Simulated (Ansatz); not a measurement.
This geometry of CH7AlFNSi (12 atoms, charge 0, multiplicity 1) is a first-order saddle point.

These are results of RKS PBE0-D4/def2-SVP in Ansatz, not measurements.

```xyz
12
Properties=species:S:1:pos:R:3
C -1.173 -1.857 0.774
Al 0.057 -0.382 1.016
F 1.274 -0.590 2.142
N 0.017 1.167 0.108
Si 0.943 1.499 -1.319
H -0.752 -2.567 0.040
H -1.334 -2.420 1.707
H -2.149 -1.530 0.382
H -0.522 1.949 0.474
H 2.012 2.532 -1.133
H 0.101 1.942 -2.476
H 1.601 0.200 -1.681
```

Question: Which two structures does it join? (They come from a converged band through this point; their orientation in space is the band's.)

Answer: No bond is made or broken.

Initial state:

```xyz
12
Properties=species:S:1:pos:R:3
C -0.861 -1.888 0.392
Al -0.002 -0.384 1.253
F 0.251 -0.387 2.904
N 0.591 1.078 0.419
Si 0.557 1.509 -1.265
H -0.193 -2.765 0.393
H -1.774 -2.184 0.932
H -1.132 -1.676 -0.654
H 1.030 1.775 1.020
H 1.928 1.689 -1.841
H -0.195 2.779 -1.517
H -0.123 0.400 -2.001
```

Final state:

```xyz
12
Properties=species:S:1:pos:R:3
C -1.089 -2.186 0.707
Al -0.011 -0.575 0.718
F 0.907 -0.200 2.059
N 0.072 0.566 -0.650
Si 0.952 2.060 -0.837
H -0.459 -3.080 0.847
H -1.812 -2.175 1.539
H -1.653 -2.314 -0.230
H -0.494 0.321 -1.460
H 0.038 3.233 -1.021
H 1.858 2.027 -2.030
H 1.768 2.268 0.393
```

Question: How far does it lie above each of them?

Answer: 0.272 eV above the first and 0.239 eV above the second. This is the barrier of this one path; another mechanism may lie lower.

Time of the run: 4.7 min on 2 threads of Intel(R) Xeon(R) Platinum 8488C (Sapphire Rapids), with other jobs on the host, peak memory 0.29 GiB.
